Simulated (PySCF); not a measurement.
C₁₀H₁₂O.
Structure used (PBE0-D3(BJ)/def2-SVP), in Å, numbered top down from 1:
```xyz
23
C10H12O angstrom
C     -3.1410    0.2193   -0.5082
C     -1.7979    0.2550    0.2036
C     -1.8766   -0.3839    1.5948
C     -0.7367   -0.4704   -0.6124
O     -1.0525   -1.2921   -1.4460
C      0.7126   -0.1928   -0.3433
C      1.6548   -0.9884   -1.0095
C      3.0156   -0.7851   -0.8155
C      3.4542    0.2211    0.0471
C      2.5263    1.0207    0.7123
C      1.1621    0.8156    0.5191
H     -3.4572   -0.8196   -0.6785
H     -3.0861    0.7087   -1.4916
H     -3.9098    0.7296    0.0910
H     -1.4823    1.3053    0.3229
H     -0.9141   -0.3478    2.1262
H     -2.6273    0.1335    2.2113
H     -2.1763   -1.4403    1.5121
H      1.2813   -1.7646   -1.6808
H      3.7417   -1.4119   -1.3387
H      4.5240    0.3837    0.2000
H      2.8669    1.8111    1.3851
H      0.4491    1.4534    1.0447
```

Level of theory: PBE0-D3(BJ)/def2-SVP geometry optimisation, gas phase (PySCF).

Masses are those of the commonest isotopes; rigid-rotor values at the optimised geometry. The values belong to one conformer with, in the numbering `[CH3:1][CH:2]([CH3:3])[C:4](=[O:5])[c:6]1[cH:7][cH:8][cH:9][cH:10][cH:11]1`, C1–C2–C4–O5 -22°, C2–C4–C6–C7 173°.

Question: Give the principal moments of inertia and the rotational constants in MHz.

Answer: Ia = 206.47, Ib = 733.55, Ic = 865.22 u·Å²; 505379 MHz·u·Å²/I gives A = 2448, B = 689.0, C = 584.1 MHz.

Question: What kind of rotor is it?

Answer: An asymmetric top. Ray's parameter κ = (2B − A − C)/(A − C) = -0.887; −1 is the prolate and +1 the oblate limit.

Question: Is it planar, by Δ = Ic − Ia − Ib?

Answer: Not planar: Δ = Ic − Ia − Ib = -74.80 u·Å². For a rigid frame Δ = −2 Σ m c², so Σ m c² = 37.40 u·Å² lies off the ab plane: 12.18 from hydrogen and 25.22 from heavier atoms. The atom farthest from that plane is 1.91 Å away.

Question: Give the other two planar moments, Paa and Pbb, and the rms extents of the mass along the axes.

Answer: Paa = Σ m a² = (Ib + Ic − Ia)/2 = 696.15 and Pbb = Σ m b² = (Ia + Ic − Ib)/2 = 169.07 u·Å². With the mass M = 148.09 u, the rms extents √(P/M) along a, b and c are 2.17, 1.07, 0.50 Å.

Question: Where do the levels up to J = 2 lie, in cm⁻¹?

Answer: Above 0(0,0):
J = 1: 1(0,1) 0.0425, 1(1,1) 0.1011, 1(1,0) 0.1046
J = 2: 2(0,2) 0.1272, 2(1,2) 0.1826, 2(1,1) 0.1931, 2(2,1) 0.3691, 2(2,0) 0.3692
The levels of one J sum to (2J + 1)J(J + 1)(A + B + C)/3.

Question: Which types of transition are allowed, and where do some lines up to J = 3 fall?

Answer: The dipole components are |μa| = 1.26 D, |μb| = 2.47 D, |μc| = 0.13 D. Intensities carry the squares of the components, which stand as 0.26 : 1.00 : 0.00 (a : b : c). Some lines, for components of 0.1 D or more:

| type | branch | J(Ka,Kc) | MHz | lower level (cm⁻¹) |
| --- | --- | --- | --- | --- |
| a | Q | 2(1,1) ← 2(1,2) | 315 | 0.183 |
| a | R | 1(0,1) ← 0(0,0) | 1273 | 0.000 |
| b | Q | 1(1,0) ← 1(0,1) | 1864 | 0.042 |
| b | Q | 2(1,1) ← 2(0,2) | 1973 | 0.127 |
| b | R | 1(1,1) ← 0(0,0) | 3032 | 0.000 |
| c | R | 1(1,0) ← 0(0,0) | 3137 | 0.000 |
| a | R | 3(0,3) ← 2(0,2) | 3801 | 0.127 |
| a | R | 3(1,2) ← 2(1,1) | 3974 | 0.193 |
| b | R | 2(1,2) ← 1(0,1) | 4200 | 0.042 |
| c | R | 2(1,1) ← 1(0,1) | 4515 | 0.042 |
| b | Q | 3(2,1) ← 3(1,2) | 5145 | 0.326 |
| b | Q | 2(2,1) ← 2(1,2) | 5591 | 0.183 |
| b | Q | 3(2,2) ← 3(1,3) | 5751 | 0.305 |
| c | R | 2(2,0) ← 1(1,0) | 7932 | 0.105 |
| b | R | 3(2,2) ← 2(1,1) | 9095 | 0.193 |
| b | R | 3(2,1) ← 2(1,2) | 9433 | 0.183 |
| c | R | 3(3,1) ← 2(2,1) | 12878 | 0.369 |

Question: Estimate the classical rotational partition function at 25 K, 100 K and 298.15 K.

Answer: Point group C1, symmetry number σ = 1; q = (√π/σ)·√((kT/h)³/(ABC)), k/h = 20836.6 MHz/K: 21200 at 25 K, 170000 at 100 K, 874000 at 298.15 K.

No PBE0-D3(BJ)/def2-SVP frequencies stand behind this structure, so it isn't proved a minimum. Zero-point vibration and centrifugal distortion are left out. A rigid rotor knows nothing of internal rotation, which can split or shift real lines.
